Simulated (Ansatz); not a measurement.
Reaction (ligand exchange at the Si–O bond): `[SiH3][O][GeH3]` + `O[Si]O` → `O[Si]O[SiH3]` + `[OH][GeH3]`

Isolated molecules relaxed with PBE0-D4/def2-TZVP in Ansatz; ΔE leaves out vibrations. CBS: MP2 limit from def2 TZ/QZ plus the TZ coupled-cluster correction, frozen cores. This one scheme is used for every species. Functionals use def2-TZVPP. B3LYP here is the variant with VWN-RPA as its local correlation; programs differ in this. HSE06 is defined as in plane-wave codes. For Ge outer-core shells are correlated without core-valence functions, which leaves a few kJ/mol of doubt a bond. Scalar relativity is left out up to krypton. One conformer a species, not always the lowest.

| level | ΔE (kJ/mol) | difference from CCSD(T)/CBS |
| --- | --- | --- |
| B97M-V | 4.3 | -0.9 |
| B3LYP-D4 | 2.6 | -2.6 |
| r2SCANh-D4 | 4.6 | -0.6 |
| HSE06-D4 | 3.6 | -1.6 |
| ωB97M-V | 4.2 | -1.0 |
| PBE-QIDH | 4.8 | -0.4 |
| BLYP | 1.5 | -3.7 |
| PBE0 | 3.6 | -1.6 |
| B3LYP | 2.5 | -2.7 |
| CAM-B3LYP | 3.8 | -1.4 |
| CCSD/def2-SVP | 3.8 | -1.4 |
| CCSD(T)/def2-SVP | 3.7 | -1.5 |
| HF/def2-TZVPP | 4.9 | -0.3 |
| HF/def2-QZVPP | 4.8 | -0.4 |
| MP2/def2-QZVPP | 5.0 | -0.2 |
| HF/CBS(def2) | 4.8 | -0.4 |
| CCSD(T)/CBS | 5.2 | 0 |

Largest T1 diagnostic among the species: 0.015.

Leaving LDA and LC-ωPBE aside and taking each functional with its dispersion term where it has one, the values, not all of them listed here, spread over 3.3 kJ/mol, from BLYP-D4 to PBE-QIDH.
